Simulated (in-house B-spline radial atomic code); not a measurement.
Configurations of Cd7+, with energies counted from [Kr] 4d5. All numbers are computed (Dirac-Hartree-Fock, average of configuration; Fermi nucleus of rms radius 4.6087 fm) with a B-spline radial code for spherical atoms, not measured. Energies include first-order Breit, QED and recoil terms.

Occupations are held fixed; configurations that lie above the ionisation limit could autoionise.

```
            configuration  E - E(ref) (eV)  highest orbital  its <r> (bohr)
             [Kr] 4d4 6f1           99.917            6f7/2           5.061
             [Kr] 4d4 6g1           103.44            6g7/2           5.408
[Ar] 3d10 4s2 4p5 4d5 8s1           170.66            8s1/2           7.102
[Ar] 3d10 4s2 4p5 4d5 7g1            175.8            7g7/2           7.813
```

(1) Order these further configurations by energy, lowest first.
A. [Kr] 4d4 8g1
B. [Ar] 3d10 4s2 4p5 4d5 5g1
C. [Ar] 3d10 4s2 4p5 4d6
D. [Ar] 3d10 4s2 4p5 4d5 8g1
E. [Kr] 4d4 8s1

Results:

(1) C (65.665 eV), E (104.78 eV), A (114.11 eV), B (158.67 eV), D (180.01 eV).
